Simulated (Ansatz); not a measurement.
One change: `Cl[SiH]1CO1` becomes `Br[SiH]1CO1`.

Ansatz, PBE0-D4/def2-TZVP geometries, multiplicity 1. 

Scalar relativity is left out up to krypton.

```csv
property,`Cl[SiH]1CO1`
LUMO energy (PBE0/def2-TZVPP) / eV,-0.33
size of the dipole moment (PBE/def2-TZVPP) / D,1.56
LUMO energy (PBE/def2-TZVPP) / eV,-1.18
LUMO energy (B3LYP/def2-TZVPP) / eV,-0.55
LUMO energy (ωB97M-V/def2-TZVPP) / eV,1.46
HOMO–LUMO gap (B3LYP/def2-TZVPP) / eV,7.11
```

**Question.** Give the same properties after the change, and the shifts. (Best estimate.)

**Answer.** Ansatz gave: 
```json
{"property": "LUMO energy (PBE0/def2-TZVPP) / eV", "`Br[SiH]1CO1`": "-0.47", "shift": "-0.14"}
{"property": "size of the dipole moment (PBE/def2-TZVPP) / D", "`Br[SiH]1CO1`": "1.53", "shift": "-0.03"}
{"property": "LUMO energy (PBE/def2-TZVPP) / eV", "`Br[SiH]1CO1`": "-1.31", "shift": "-0.13"}
{"property": "LUMO energy (B3LYP/def2-TZVPP) / eV", "`Br[SiH]1CO1`": "-0.69", "shift": "-0.14"}
{"property": "LUMO energy (ωB97M-V/def2-TZVPP) / eV", "`Br[SiH]1CO1`": "1.32", "shift": "-0.14"}
{"property": "HOMO–LUMO gap (B3LYP/def2-TZVPP) / eV", "`Br[SiH]1CO1`": "6.92", "shift": "-0.19"}
```

With PBE0 the HOMO rises by 0.06 eV and the LUMO falls by 0.14 eV, so the gap narrows by about 0.20 eV. PBE moves the HOMO by 0.04 eV and ωB97M-V by 0.07 eV. Dipoles are sizes alone; their direction can turn.

B3LYP here is the variant with VWN-RPA as its local correlation; programs differ in this.

Spin–orbit coupling is left out; it splits and shifts lone-pair levels of the heavy atoms by tenths of an eV.
